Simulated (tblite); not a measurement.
Parent: `[cH:1]1[cH:2][s:3][cH:4][p:5]1`, C3H3PS.

Computed geometry: GFN2-xTB, gas phase. One conformer each, not checked by frequencies here.

| coordinate of the parent | value |
| --- | --- |
| C1–C2 | 1.352 Å |
| C2–S3 | 1.714 Å |
| S3–C4 | 1.714 Å |
| C4–P5 | 1.704 Å |
| C1–P5 | 1.768 Å |
| C2–C1–P5 | 117.4° |
| C1–C2–S3 | 116.8° |
| C2–S3–C4 | 94.5° |
| S3–C4–P5 | 118.6° |
| C1–P5–C4 | 92.6° |

Task: How does the shared frame change in `[N:1]#[C:2][c:3]1[cH:4][p:5][cH:6][s:7]1`, C4H2NPS? Atoms pair as C1 = C4, C2 = C3, S3 = S7, C4 = C6, P5 = P5 (parent first).

Result: 
| parent | relative | value in the relative | change |
| --- | --- | --- | --- |
| C1–C2 | C4–C3 | 1.368 Å | +0.016 |
| C2–S3 | C3–S7 | 1.732 Å | +0.018 |
| S3–C4 | S7–C6 | 1.708 Å | -0.006 |
| C4–P5 | C6–P5 | 1.710 Å | +0.006 |
| C1–P5 | C4–P5 | 1.759 Å | -0.009 |
| C2–C1–P5 | C3–C4–P5 | 117.6° | +0.2 |
| C1–C2–S3 | C4–C3–S7 | 116.4° | -0.4 |
| C2–S3–C4 | C3–S7–C6 | 94.1° | -0.4 |
| S3–C4–P5 | S7–C6–P5 | 119.4° | +0.8 |
| C1–P5–C4 | C4–P5–C6 | 92.5° | -0.1 |

Of the parent's bonds, C2–S3 changes most (+0.018 Å). Bonds of the relative outside the shared frame: N1≡C2 1.147, C2–C3 1.401 Å. Point group Cs → Cs.

Task: How does the shared frame change in `[CH3:1][CH2:2][c:3]1[p:4][cH:5][cH:6][s:7]1` with C1–C2–C3–P4 104°, C5H7PS? Atoms pair as C1 = C5, C2 = C6, S3 = S7, C4 = C3, P5 = P4 (parent first).

Result: 
```
  parent  relative  value in the relative  change
   C1–C2     C5–C6                1.351 Å  -0.001
   C2–S3     C6–S7                1.714 Å   0.000
   S3–C4     S7–C3                1.731 Å  +0.017
   C4–P5     C3–P4                1.714 Å  +0.010
   C1–P5     C5–P4                1.767 Å  -0.001
C2–C1–P5  C6–C5–P4                 117.5°    +0.1
C1–C2–S3  C5–C6–S7                 116.8°     0.0
C2–S3–C4  C6–S7–C3                  95.1°    +0.6
S3–C4–P5  S7–C3–P4                 117.2°    -1.4
C1–P5–C4  C5–P4–C3                  93.3°    +0.7
```

Of the parent's bonds, S3–C4 changes most (+0.017 Å). Bonds of the relative outside the shared frame: C1–C2 1.530, C2–C3 1.495 Å. Point group Cs → C1.
